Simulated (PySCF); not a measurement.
## Radial density of O⁻ (oxygen, charge -1)

CAM-B3LYP, [He] 2s2 2p5, 2P determinant. All numbers are calculated (PySCF 2.14, the non-relativistic Hamiltonian (point nucleus), in aug-cc-pVTZ with one added diffuse shell each of s, p, d, f type (6s5p4d3f, 62 functions)).

```
r (bohr)  4πr²ρ (e/bohr)  4πr²(ρα − ρβ)
 0.00366         0.04903         0.0000
 0.00615          0.1338         0.0000
  0.0103          0.3530         0.0000
  0.0174          0.8938         0.0001
  0.0293           2.091         0.0004
  0.0493           4.317         0.0015
  0.0828           7.197         0.0068
   0.139           8.488         0.0328
   0.234           5.926         0.1302
   0.394           3.221         0.3976
   0.663           4.363         0.7289
    1.12           4.282         0.6598
    1.88           1.809         0.2532
    3.16          0.3949         0.0286
    5.31         0.04972        -0.0066
    8.93        0.002990        -0.0013
    15.0       6.733e-05         0.0000
```

(1) Where is the radial spin density 4πr²(ρα − ρβ) most negative, and why is it negative at all?

## Answers

(1) Around r = 5.31 bohr, down to -0.0066 e/bohr: exchange with the open shell polarises the paired shells in an unrestricted calculation.
